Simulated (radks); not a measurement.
Values are calculated unless marked as measured or tabulated.
Q: These are the eigenvalues of the occupied orbitals of an atom or ion with whole-number occupations (hartree). Level of theory: scalar-relativistic Kohn-Sham, PBEsol, spin-polarised, spherical densities, point nucleus (a radial shooting solver on a logarithmic mesh with Libxc functionals).

1s up: -240.7726
1s down: -240.4568
2s up: -45.81020
2s down: -45.28356
2p up: -42.55583
2p down: -41.92417

Which element is it, and in what charge state? The configuration may be excited. Open shells, if any, are filled with parallel spins first.

A: Z = 24, chromium, charge +16: Cr16+ in [He] 2s2 2p4. The list shows which subshells hold electrons but not how many an open one holds; the 1s level, -240.77 hartree, gives Z - s = 21.9 by -(Z - s)^2/2, which with screening and relativity narrows Z to a few neighbours, and the depths of the outer levels then fix element, charge and occupations together.
